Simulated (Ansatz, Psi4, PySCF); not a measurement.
H3Si (SMILES [SiH3]), doublet, at a GFN2-xTB geometry. Base run: MP2/def2-SVP (PySCF).

PySCF was given this input:
```python
from pyscf import gto, scf, mp

mol = gto.Mole()
mol.atom = '''
    Si    0.001724    0.000466    0.056068
    H    -0.010252    1.411631   -0.273345
    H     1.216916   -0.707481   -0.293446
    H    -1.230798   -0.710680   -0.218166
'''
mol.basis = 'def2-svp'
mol.charge = 0
mol.spin = 1
mol.verbose = 4
mol.build()

mf = scf.UHF(mol)
mf.kernel()

pt = mp.MP2(mf)
pt.kernel()
print('E(MP2) = %.10f' % pt.e_tot)
```

The same geometry, method and basis name were run in Ansatz (an electronic-structure program) and Psi4 and PySCF, at each program's defaults and at the settings that a row names. The base is PySCF at its defaults. Differences at the defaults can come from grids, fitting, cores and function types together.

```
code and settings                                                                                     ΔE vs base (µEh)  basis functions      E (Eh)  SCF cycles
----------------------------------------------------------------------------------------------------  ----------------  ---------------  ----------  ----------
PySCF, defaults (exact integrals, spherical functions, all electrons correlated)                                   0.0               33  -290.63387          10
Psi4, defaults (density fitting with its default set, spherical functions, all electrons correlated)               159               33  -290.63371          11
Ansatz, defaults (factorised integrals, spherical functions, frozen core)                                         8804               33  -290.62507           -
PySCF, frozen core                                                                                                8803               33  -290.62507          10
Psi4, exact integrals, spherical functions, frozen core                                                           8803               33  -290.62507          11
Ansatz, high accuracy, frozen core                                                                                8803               33  -290.62507           -
```

Open shells are given as the SCF converged; they aren't shown to be the lowest states, and a large step between rows can be another state.
